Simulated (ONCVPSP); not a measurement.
## Before and after: ONCV potential for H

ONCVPSP 4.0.1 input, shortened (lines: element, Z, core and valence counts, functional; n l f; lmax; l rc ep ncon nbas qcut; lloc lpopt rc5 dvloc0; l nproj debl; icmod fcfact rcfact), PBE, scalar-relativistic:

```
  H 1.00    0    1        4      upf
    1    0    1.00
    1
    0    1.05    0.00    4    7    5.60
    1    0.95    0.02    3    7    9.30
    4    5    0.75    0.00
    0    2    1.70
    1    2    3.00
    0    0.00    0.00
```

Change: s: qcut 4.6; p: qcut 7.7.

Cutoffs: the cutoffs (Ha) at which the residual kinetic energy of the hardest occupied pseudo-wave falls to 1 and 0.1 mHa per electron; they do not see the model core or the augmentation charge, which bear on the density cutoff. Errors are all-electron minus pseudo energies relative to the spin-unpolarised reference configuration.

How do hardness, ghosts and transferability respond?

The potential gets harder (16 Ha and 81 Ha → 24 Ha and 94 Ha); neither file shows a bound ghost.

```csv
quantity,base,changed
"cutoff, loose",16 Ha,24 Ha
"cutoff, tight",81 Ha,94 Ha
bound ghosts,none,none
GHOST(+) flags under 300 eV,none,none
"error for 1s0.5, meV [ΔE 4.76 eV]",+1.5,+1.9
s: phases at 1.06 bohr within 0.05 rad from the reference energy up to (Ha; the scan ends near 5),to the end of the scan,to the end of the scan
p: phases at 0.96 bohr within 0.05 rad from the reference energy up to (Ha; the scan ends near 5),to the end of the scan,to the end of the scan
```
